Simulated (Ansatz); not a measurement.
One change: `C[CH2][Cd][NH2]` becomes `C[CH2][Cd][F]`.

Ansatz, PBE0-D4/def2-TZVP geometries, multiplicity 1. Each molecule was computed in one conformer, which needn't be the lowest.

Elements past krypton have def2 core potentials.

```csv
property,`C[CH2][Cd][NH2]`
HOMO energy (ωB97M-V/def2-TZVPP) / eV,-8.69
size of the dipole moment (ωB97M-V/def2-TZVPP) / D,1.30
HOMO energy (PBE/def2-TZVPP) / eV,-5.10
HOMO energy (PBE0/def2-TZVPP) / eV,-6.38
HOMO–LUMO gap (PBE/def2-TZVPP) / eV,4.15
LUMO energy (PBE0/def2-TZVPP) / eV,-0.19
```

(1) Give the same properties after the change, and the shifts. (An estimate is asked.)

Results:

(1) The calculation gave: 
```
                                          property  `C[CH2][Cd][F]`  shift
             HOMO energy (ωB97M-V/def2-TZVPP) / eV            -9.95  -1.26
size of the dipole moment (ωB97M-V/def2-TZVPP) / D             3.50   2.20
                 HOMO energy (PBE/def2-TZVPP) / eV            -6.77  -1.67
                HOMO energy (PBE0/def2-TZVPP) / eV            -7.82  -1.44
               HOMO–LUMO gap (PBE/def2-TZVPP) / eV             5.12   0.97
                LUMO energy (PBE0/def2-TZVPP) / eV            -0.80  -0.61
```

With PBE0 the HOMO falls by 1.44 eV and the LUMO falls by 0.61 eV, so the gap widens by about 0.83 eV. PBE moves the HOMO by -1.67 eV and ωB97M-V by -1.26 eV. Dipoles are sizes alone; their direction can turn.
